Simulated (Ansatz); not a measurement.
`[NH2][Hf]([F])([Cl])[Br]` + `C=CCl` → `[NH2][Hf]([F])([Cl])[Cl]` + `C=CBr`  (formal exchange of groups at the Hf–Br bond)

Computed with Ansatz on PBE0-D4/def2-TZVP structures; ΔE is electronic, products minus reactants. CCSD(T)/CBS is the MP2 limit (def2-TZVPP, def2-QZVPP) plus CCSD(T) − MP2 in def2-TZVPP, frozen cores. This one scheme is used for every species. Functionals use def2-TZVPP. B3LYP here is the variant with VWN-RPA as its local correlation; programs differ in this. def2 core potentials past Kr. For Br, Hf outer-core shells are correlated without core-valence functions, which leaves a few kJ/mol of doubt a bond. Scalar relativity is left out up to krypton. One conformer a species, not always the lowest.

(1) Is it downhill or uphill in electronic energy at CCSD(T)/CBS, and by how much? (Best estimate.)

(2) What do these levels give: B3LYP-D4, ωB97X-V, BHLYP, CCSD(T)/def2-SVP, CCSD/def2-TZVPP, MP2/CBS(def2)? (Best estimate.)

(3) What do rigid-rotor, harmonic-oscillator terms from PBE0-D4/def2-TZVP frequencies (298.15 K, 1 bar) make of the CCSD(T)/CBS value? (An estimate is asked.)

Largest T1 diagnostic among the species: 0.014.

Results:

(1) The calculation gave: Nearly level: ΔE = -2.4 kJ/mol.

(2) Ansatz gave: B3LYP-D4 -4.3, ωB97X-V -3.5, BHLYP -2.5, CCSD(T)/def2-SVP -2.5, CCSD/def2-TZVPP -4.2, MP2/CBS(def2) -2.4 kJ/mol.

(3) Computed: ΔZPE = -0.7 kJ/mol, ΔH = -3.3 kJ/mol, ΔS = 1 J/(mol·K), ΔG = -3.5 kJ/mol.

In def2-TZVPP, CCSD(T) changes the Hartree–Fock value by −3.3 kJ/mol (the triples alone add +0.0 kJ/mol) and MP2 by −3.2 kJ/mol. From BLYP to BHLYP (50 % exact exchange), in def2-TZVPP and without D4, ΔE moves by +3.4 kJ/mol.
